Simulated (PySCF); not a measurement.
Au(Me)2(acac) (C7H13AuO2), SMILES CC1=CC(C)=[O]->[Au]([CH3])([CH3])[O]1, multiplicity 1. Coordinates come from a B3LYP-D3(BJ)/def2-SVP optimisation. The multiplicity is an assumed one; no other spin state was optimised. The isomer is the one that the SMILES or the coordinates give; other isomers of the formula were not compared. The def2 effective core potentials stand for the cores of Au; spin–orbit coupling is left out. One conformer was computed; it need not be the lowest.

Computed equilibrium geometry at B3LYP-D3(BJ)/def2-SVP (PySCF confirms it by a frequency run) as a Z-matrix, and its point group (one conformer of several):
point group C2v.
```
Au
C 1 2.0423
H 2 1.0988 1 110.33
H 2 1.0988 3 109.59 1 -121.67
H 2 1.0992 3 110.56 4 -122.11
C 1 2.0423 2 88.47 3 -60.62
H 6 1.0988 1 110.33 2 60.62
H 6 1.0988 7 109.59 1 121.67
H 6 1.0992 7 110.56 8 122.11
O 1 2.1370 6 91.42 7 -119.38
C 10 1.2720 1 125.19 6 180.00
C 11 1.4092 10 126.85 1 0.00
H 12 1.0893 11 116.38 10 180.00
C 12 1.4092 13 116.38 11 180.00
O 14 1.2720 12 126.85 13 180.00
C 14 1.5119 15 114.32 1 180.00
H 16 1.0976 14 113.00 15 180.00
H 16 1.1016 17 109.46 14 -121.63
H 16 1.1016 17 109.46 18 -116.73
C 11 1.5119 10 114.32 1 180.00
H 20 1.0976 11 113.00 10 180.00
H 20 1.1016 21 109.46 11 -121.63
H 20 1.1016 21 109.46 22 -116.73
```
